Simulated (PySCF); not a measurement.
## Orbital picture of GeS

r²SCANh at R = 2.027 Å; PySCF, no relativity, basis sets Ge 6-31G(d,p), S 6-31G(d,p). State: ¹Σ⁺ (singlet), closed shell. Only the outer orbitals are listed, counted within each symmetry.

| orbital | occ. | ε (eV) | on Ge (%) | main shells (%) |
| --- | --- | --- | --- | --- |
| 10σ | 2 | -19.03 | 24 | 74 S s, 16 Ge s |
| 11σ | 2 | -12.31 | 65 | 64 Ge s, 18 S s, 17 S p |
| 5π | 2 | -7.58 | 25 | 75 S p, 23 Ge p |
| 5π | 2 | -7.58 | 25 | 75 S p, 23 Ge p |
| 12σ | 2 | -7.58 | 55 | 43 S p, 37 Ge p, 17 Ge s |
| 6π | 0 | -2.82 | 78 | 78 Ge p, 22 S p |
| 6π | 0 | -2.82 | 78 | 78 Ge p, 22 S p |
| 13σ | 0 | 1.14 | 102 | 88 Ge p, 14 S p |

Problem. Which are the highest filled and the lowest empty level, where do they sit, and how wide is the gap?

Solution. Highest filled 12σ at -7.58 eV (in %: 43 S p, 37 Ge p, 17 Ge s); lowest empty 6π at -2.82 eV (in %: 78 Ge p, 22 S p); the gap at r²SCANh is 4.76 eV.

| Quantity | Value |
| --- | --- |
| bond order (Mayer) | 2.35 |
| ⟨S²⟩ | 0.000 |
| charge on Ge (Mulliken, basis-dependent) | 0.17 |
| charge on Ge (Löwdin, basis-dependent) | 0.11 |
| dipole moment (positive dipole means Ge(−)S(+)) | -2.09 D |

Shares are Mulliken populations and can fall outside 0 to 100 %.
